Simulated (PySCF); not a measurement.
Two species compared at the same levels of theory.

First species: C₈H₁₀.
InChI=1S/C8H10/c1-4-7-8(5-2)6-3/h2,8H,6H2,1,3H3/t8-/m0/s1

Second species: C₅H₁₄P (charge +1).
Atom-mapped SMILES: `[CH3:1][CH2:2][CH2:3][PH+:4]([CH3:5])[CH3:6]` (hydrogens: H7, H8, H9 on C1; H10, H11 on C2; H12, H13 on C3; H14 on P4; H15, H16, H17 on C5; H18, H19, H20 on C6)

Levels: PBE0/def2-SVPD for HOMO energy, LUMO energy, HOMO–LUMO gap, static isotropic polarisability and electronic spatial extent ⟨r²⟩ about the centre of nuclear charge; TDDFT PBE0/def2-SVPD for lowest singlet excitation; TDA PBE0/def2-SVPD for lowest triplet excitation (Tamm–Dancoff); GFN2-xTB for rotational constant A and rotational constant C. Geometries: GFN2-xTB. All species are isolated and taken at one optimised geometry, non-relativistic unless stated. Electronic properties by PySCF.

The conformers computed, where there is a choice (atom-mapped SMILES and torsion angles):
- `[CH:1]#[C:2][C@H:3]([C:4]#[C:5][CH3:6])[CH2:7][CH3:8]`: C2–C3–C7–C8 -63°
- `[CH3:1][CH2:2][CH2:3][PH+:4]([CH3:5])[CH3:6]`: C1–C2–C3–P4 -56°, C2–C3–P4–C5 -52°

```tsv
property	column X	column Y
HOMO energy	-7.28 eV	-13.62 eV
LUMO energy	0.62 eV	-3.83 eV
HOMO–LUMO gap	7.90 eV	9.79 eV
lowest singlet excitation	6.49 eV	8.68 eV
lowest triplet excitation (Tamm–Dancoff)	5.36 eV	8.39 eV
static isotropic polarisability	93.3 au	78.1 au
electronic spatial extent ⟨r²⟩ about the centre of nuclear charge	1361 bohr²	933 bohr²
rotational constant A	3.206 GHz	4.397 GHz
rotational constant C	0.872 GHz	1.463 GHz
```

(1) Which column belongs to which species?

(2) How does each property change from the first species to the second?

Results:

(1) Column X is the first species and column Y the second. The first has 18 atoms and 58 electrons, the second 20 and 58; their charges are 0 and +1, their HOMO energies -7.28 eV and -13.62 eV.

(2) HOMO energy -6.34 eV; LUMO energy -4.45 eV; HOMO–LUMO gap +1.89 eV; lowest singlet excitation +2.19 eV; lowest triplet excitation (Tamm–Dancoff) +3.03 eV; static isotropic polarisability -15.2 au; electronic spatial extent ⟨r²⟩ about the centre of nuclear charge -428 bohr²; rotational constant A +1.191 GHz; rotational constant C +0.591 GHz.

On the first: No computed singlet falls in the visible range (750 to 380 nm, 1.65 to 3.26 eV); S1 lies 3.23 eV above its blue end. In wavenumbers S1 is 52400 cm⁻¹ (1 eV = 8065.54 cm⁻¹).

On the second: The vertical singlet–triplet gap S1 − T1 is 0.29 eV (TDDFT singlet less Tamm–Dancoff triplet; S1: HOMO→LUMO, weight 0.77; T1: HOMO→LUMO+1, weight 0.47, beside HOMO→LUMO, weight 0.28). S1 lies 1.11 eV below the HOMO–LUMO gap; its leading configuration is HOMO→LUMO, weight 0.77.
